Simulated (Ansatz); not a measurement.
ZnI6⁴⁻ (relaxed from a model of [ZnI6]4-, whose bonding it doesn't keep). Charge -4, multiplicity 1. Geometry PBE0-D4/def2-SVPD, loosely relaxed; atoms count from 1.

```xyz
7

Zn    1.792   -2.209    2.016
I     3.129   -3.854    3.458
I    -9.019   10.818   -9.739
I    12.243   -1.205   -9.977
I   -10.419   -0.744   11.628
I     2.149    0.299    2.323
I     0.125   -3.105    0.291
```

In the def2 sets I takes a core potential; there is no spin–orbit coupling. A multiply charged anion in the gas phase is held together partly by the finite basis. The highest occupied level of the charge -4 singlet lies above zero (up to 0.89 eV). By energy differences it is unbound by 0.65 eV (vertical, against the charge -3 doublet, at PBE-D4/def2-TZVPD) and held by the finite basis. The geometry of the charge -4 singlet is only loosely relaxed. In the singlet geometry the species has come apart into loosely held pieces.

Q: Estimate the Mulliken populations from the PBE0/def2-TZVPD orbitals of Ansatz.

A: 
```csv
atom,charge (e),d electrons
Zn1,0.22,10.15
I2,-0.42,–
I3,-1.00,–
I4,-1.00,–
I5,-1.00,–
I6,-0.40,–
I7,-0.40,–
```
Mulliken values depend strongly on the basis. With diffuse functions, as here, like atoms can get unlike values, and bond orders can come out too low or too high.

Q: And the Mayer bond orders between heavy atoms (over 0.3)?

A: Zn1–I2 0.88 (2.56 Å); Zn1–I6 0.91 (2.55 Å); Zn1–I7 0.90 (2.56 Å).
